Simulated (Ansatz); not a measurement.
A structure drawn as `CBC[SiH2]F`, with this starting geometry:

```xyz
13

C    -0.363   -1.789   -0.963
B     0.558   -0.664   -0.426
C     0.025    0.820   -0.421
Si    0.085    1.577    1.337
F    -1.016    0.615    2.275
H     0.154   -2.807   -0.826
H    -0.655   -1.638   -1.975
H    -1.282   -1.835   -0.270
H     1.696   -0.927   -0.043
H    -0.958    0.890   -0.838
H     0.739    1.441   -1.061
H    -0.366    2.922    1.307
H     1.382    1.395    1.903
```

The species carries charge 0 and has multiplicity 1.

Question: Does it keep its bonds when Ansatz relaxes it at PBE-D4/def2-SVP and then PBE0-D4/def2-TZVP?

Answer: Yes, every drawn bond is still there and no new one forms.

Question: Give the relaxed structure. (Estimate.)

Answer: The calculation gave: 
Z-matrix (Å, degrees):
```
C
B 1 1.557
H 1 1.099 2 108.3
H 1 1.096 2 110.8 3 -114.2
H 1 1.092 2 115.4 3 121.3
C 2 1.549 1 123.6 3 -114.0
H 2 1.204 1 118.4 3 62.1
Si 6 1.865 2 109.8 1 95.2
H 6 1.095 2 114.4 1 -24.6
H 6 1.098 2 112.9 1 -151.0
F 8 1.604 6 109.7 2 -56.2
H 8 1.484 6 110.8 2 -174.3
H 8 1.483 6 111.4 2 62.6
```
All modes are real.

Atoms count as bonded under 1.1 times the sum of their covalent radii (H–H under 0.85 Å, pairs among N, O and F under 1.55 Å), and a drawn bond as lost past 1.3 times.
